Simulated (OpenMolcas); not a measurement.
**Computed levels of Fe4+**

```yaml
Program: OpenMolcas
Method: "XMS-CASPT2, IPEA 0.25 Eh, imaginary shift 0.1 Eh (closed shells correlated: 3s 3p)"
Basis: ANO-RCC-VTZP [6s5p3d2f1g]
Scalar_Hamiltonian: DKH2, point nucleus
Active_space: 4 electrons in 10 orbitals (3d 4d)
State_averaging: 2S+1 = 5 even, 5 roots; 2S+1 = 3 even, 45 roots; 2S+1 = 1 even, 44 roots
Spin-orbit_coupling: state interaction with AMFI integrals over the reference wave functions, term energies averaged over their components
```

Spin-free terms above the lowest, with the occupations of the reference (each correlating shell added to its valence partner):

| Configuration | Term | E (cm-1) | Occupations |
| --- | --- | --- | --- |
| 3d4 | 5D | 0.0 | 3d 4.00 |
| 3d4 | 3H | 25940 | 3d 4.00 |
| 3d4 | 3P(1) | 26760 | 3d 4.00 |
| 3d4 | 3F(1) | 28100 | 3d 4.00 |
| 3d4 | 3G | 30900 | 3d 4.00 |
| 3d4 | 3D | 37910 | 3d 4.00 |
| 3d4 | 1G(1) | 37990 | 3d 4.00 |
| 3d4 | 1I | 38560 | 3d 4.00 |
| 3d4 | 1S | 41540 | 3d 4.00 |
| 3d4 | 1D | 47650 | 3d 4.00 |
| 3d4 | 1F | 54400 | 3d 4.00 |
| 3d4 | 3F(2) | 64040 | 3d 4.00 |
| 3d4 | 3P(2) | 64180 | 3d 4.00 |
| 3d4 | 1G(2) | 73430 | 3d 4.00 |

With spin-orbit coupling, above the lowest level:

```
Configuration   Term  J  E (cm-1)  Measured (cm-1)  Term weight %
          3d4     5D  0       0.0              0.0            100
          3d4     5D  1       154              142            100
          3d4     5D  2       453              417            100
          3d4     5D  3       882              803            100
          3d4     5D  4      1425             1283            100
          3d4  3P(1)  0     25950            24055             99
          3d4     3H  4     26350            24932             98
          3d4     3H  5     26700            25226             99
          3d4  3P(1)  1     26880            24973            100
          3d4     3H  6     27100            25528            100
          3d4  3P(1)  2     28440            26468            100
          3d4  3F(1)  2     28720            26761            100
          3d4  3F(1)  3     28800            26842             94
          3d4  3F(1)  4     28970            26974             93
          3d4     3G  3     31500            29817             94
          3d4     3G  4     31900            30147             93
          3d4     3G  5     32230            30430             99
          3d4     3D  3     38710            36630            100
          3d4     3D  2     38830            36758             99
          3d4     3D  1     38960            36925            100
          3d4  1G(1)  4     39070            36586             98
          3d4     1I  6     39500            37512            100
          3d4     1S  0     42580            39633             99
          3d4     1D  2     48620            46291             99
          3d4     1F  3     55280            52733             99
          3d4  3P(2)  2     64590            61854            100
          3d4  3F(2)  4     64950            62238            100
          3d4  3F(2)  2     64970            62321            100
          3d4  3F(2)  3     65030            62364             99
          3d4  3P(2)  1     65610            62914            100
          3d4  3P(2)  0     66150            63420            100
          3d4  1G(2)  4     74370            71280            100
```

Against the 31 measured excited levels shown (Corliss and Sugar, J. Phys. Chem. Ref. Data 11, 135 (1982)) the mean absolute deviation is 1900 cm-1; the largest miss in energy is 3d4 1G4(2): computed 74370, measured 71280 cm-1 (+4.3 %), and the largest in proportion 3d4 5D4 (+11.1 %).

Spin-orbit coupling puts the lowest level 904 cm-1 below the lowest spin-free term.

For 5D the intervals divided by the larger J are 154.2, 149.4, 142.9, 135.8 cm-1. Landé's interval rule makes them equal in pure LS coupling; they differ by 13 % of their mean. The multiplet is regular.

Term energies are means over components that CASPT2 splits; among the terms shown or strongly mixed into the levels shown the widest spread is 860 cm-1 (3d4 1I). Active for correlation alone: 4d; no level in the range computed is led by a configuration that fills it, so any true level of that kind is missing. The CASPT2 spread within a term exceeds the gap to the next term for 3d4 3D and 3d4 1G(1), 3d4 1G(1) and 3d4 1I, 3d4 3F(2) and 3d4 3P(2), so the order of their levels is uncertain, and so are names and mixing where such terms share a J. Measured partners are found by configuration, term and J. A level has none where our copy of the source lacks it or the pairing is in doubt (some pairs that miss far off the trend of their configuration count as doubtful), and it then counts in no deviation. Levels of configurations outside the active space are missing. The first state left out of the spin-orbit step lies near 110000 cm-1 above the lowest spin-free state of the reference (among the parities and spins computed), and the list stops at four fifths of that energy or lower.

The CASPT2 steps took 17 min on 1 thread of Arm Neoverse V1, on a shared host; the integral step is not counted.

The term weight is that of the spin-free term in the level, not the purity of its configuration. A number in round brackets counts repeated terms of one configuration in the order of the reference energies.
